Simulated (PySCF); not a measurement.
AlF$_{3}$, triplet, geometry from GFN2-xTB (such geometries of metal compounds can be far from the true shape) (a higher spin typed on purpose: for a closed-shell molecule this is an excited state). Base run: DF-M062X/6-31G (PySCF).

The PySCF input:
```python
from pyscf import gto, scf, dft

mol = gto.Mole()
mol.atom = '''
    Al   -0.36633561    0.17259454   -0.15490067
    F    -1.16378227   -1.34411033    0.29090488
    F     0.58193439    1.61824083   -0.53693236
    F     1.11099931   -0.52343372    0.46977289
'''
mol.basis = '6-31g'
mol.spin = 2
mol.verbose = 4
mol.build()

mf = dft.UKS(mol)
mf.xc = 'm062x'
mf = mf.density_fit(auxbasis='def2-universal-jkfit')
mf.kernel()
mf.analyze()
```

Variants of this job, named by their change:

```csv
change,basis functions,E (Eh),HOMO (eV),dipole (D),core-seconds (rough)
base,40,-541.69036,-7.23,0.63,5
basis = pcseg-0,40,-540.64815,-6.96,0.40,8
basis = 3-21G,40,-538.79336,-6.69,0.49,7
basis = 6-31G*,60,-541.76157,-6.66,0.14,8
basis = pcseg-1,60,-541.73082,-6.95,0.09,9
basis = cc-pV(D+d)Z,65,-541.81345,-6.88,0.05,10
basis = 6-31+G*,76,-541.79147,-6.98,0.18,20
basis = 6-311G**,80,-541.88705,-6.88,0.01,10
"basis = 6-311+G(2d,p)",116,-541.91307,-7.03,0.16,20
basis = pc-2,124,-541.95359,-6.94,0.18,30
basis = pcseg-2,124,-541.94589,-6.95,0.22,20
basis = cc-pVTZ,124,-541.93527,-6.91,0.23,20
basis = cc-pV(T+d)Z,129,-541.93916,-6.91,0.23,30
```

Totals compare only among sets that treat the same electrons; sets with core potentials leave the core out.

Open shells are given as the SCF converged; they aren't shown to be the lowest states, and a large step between rows can be another state.
